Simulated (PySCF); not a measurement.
**P⁺: excitation energy**

P⁺ [Ne] 3s2 3p2 (3P) → P⁺ [Ne] 3s1 3p2 3d1 (high-spin determinant), as a difference of total energies. Computed with PySCF 2.14 in x2c-QZVPPall with one added diffuse shell each of s, p, d, f type (10s7p5d3f1g, 86 functions), with scalar relativity by spin-free X2C-1e. Correlated levels: valence: [Ne] frozen. The calculations carry no spin-orbit coupling.

| method | excitation energy (eV) |
| --- | --- |
| UHF | 16.313 |
| MP2 (valence) | 17.444 |
| SCS-MP2 (valence) | 18.011 |
| CCSD (valence) | 17.146 |
| CCSD(T) (valence) | 17.047 |

How much does correlation contribute at CCSD(T) (valence)?

17.047 − (16.313) = 0.734 eV, measured against UHF.

The promoted electron is Rydberg-like, and one or two diffuse shells describe it only roughly, which tends to raise the upper state.

The coupled-cluster amplitudes are large for the upper state (T1 above 0.03 or a double amplitude above 0.15), so a single reference is strained.

The determinant of the upper state mixes LS terms, which raises its energy above the lowest term, most at the Hartree-Fock and MP2 levels.
